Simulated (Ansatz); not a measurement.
`C=C(F)BCl` + H₂S → `SBCl` + `C=CF`  (ligand exchange at a B–C bond)

Calculated with Ansatz (gas phase, PBE0-D4/def2-TZVP geometries, no zero-point term in ΔE). CBS: MP2 limit from def2 TZ/QZ plus the TZ coupled-cluster correction, frozen cores. This one scheme is used for every species. DFT in def2-TZVPP. Each species was taken in one conformer, which may not be the lowest.

```csv
level,ΔE (eV)
LDA (SPW92),-0.60
r2SCAN-D4,-0.61
r2SCAN,-0.61
MP2/def2-SVP,-0.67
MP2/def2-TZVPP,-0.62
CCSD/def2-TZVPP,-0.58
CCSD(T)/def2-TZVPP,-0.58
MP2/def2-QZVPP,-0.63
```

Question: What does CCSD(T)/CBS give? (Estimate.)

Answer: The calculation gave: -0.59 eV. The listed levels differ from it by -0.01, -0.02, -0.02, -0.08, -0.03, 0.01, 0.01, -0.04 eV.

Largest T1 diagnostic among the species: 0.013.

In def2-TZVPP, CCSD(T) changes the Hartree–Fock value by −0.04 eV (the triples alone add −0.01 eV) and MP2 by −0.08 eV. Leaving LDA and LC-ωPBE aside and taking each functional with its dispersion term where it has one, the values, not all of them listed here, spread over 0.07 eV, from PBE-QIDH to CAM-B3LYP-D4. At CCSD(T), def2-SVP lies −0.05 eV from the extrapolated value and def2-TZVPP +0.01 eV.
